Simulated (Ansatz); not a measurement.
## A ladder of methods for [GeH3]− (SMILES [H][Ge-]([H])[H])

The species is [GeH3]− (4 atoms), meant as a singlet with charge -1. SMILES: `[H][Ge-]([H])[H]`. The shape comes from GFN2-xTB, which is rough for such elements, and wasn't checked as a minimum.

```csv
atom,x (Å),y (Å),z (Å)
Ge,-0.0075,0.0058,0.7680
H,1.4220,-0.0315,-0.2444
H,-0.6775,1.2495,-0.2717
H,-0.7370,-1.2238,-0.2519
```

Each level gives the energy change with the Ge1–H4 bond stretched from 1.756 to 2.634 Å (eV). The values are calculated.

| level | kind | program | value (eV) | less FCI/STO-3G |
| --- | --- | --- | --- | --- |
| PBE/STO-3G (restricted) | GGA | Ansatz | 2.99 | +0.02 |
| PBE0/STO-3G (restricted) | global hybrid | Ansatz | 3.31 | +0.34 |
| r2SCAN0/STO-3G (restricted) | hybrid meta-GGA | Ansatz | 3.39 | +0.42 |
| CAM-B3LYP/STO-3G (restricted) | range-separated hybrid | Ansatz | 3.47 | +0.50 |
| RPA@PBE/STO-3G (restricted) | RPA | Ansatz | 2.49 | -0.48 |
| MP2/STO-3G (restricted) | perturbation theory | Ansatz | 3.41 | +0.44 |
| CCSD/STO-3G (restricted) | coupled cluster or CI | Ansatz | 2.98 | +0.01 |
| CCSDT(Q)/STO-3G (restricted) | coupled cluster or CI | Ansatz | 2.97 | 0.00 |
| FCI/STO-3G | exact in the basis | Ansatz | 2.97 | 0.00 |

FCI/STO-3G is exact within its basis and frozen core, so for wave-function methods in that basis the difference is their error; functionals converge differently with the basis, so for them it is only a difference. All-electron rows without a relativistic Hamiltonian named are non-relativistic. Sets without diffuse functions describe the anion poorly. The first shape isn't each level's own minimum. The values span 2.49 to 3.47 eV. All rows use very small basis sets, so even the best lies far from the true value. In the correlated wave-function rows the outer d shell of Ge is correlated, in sets not made for it.
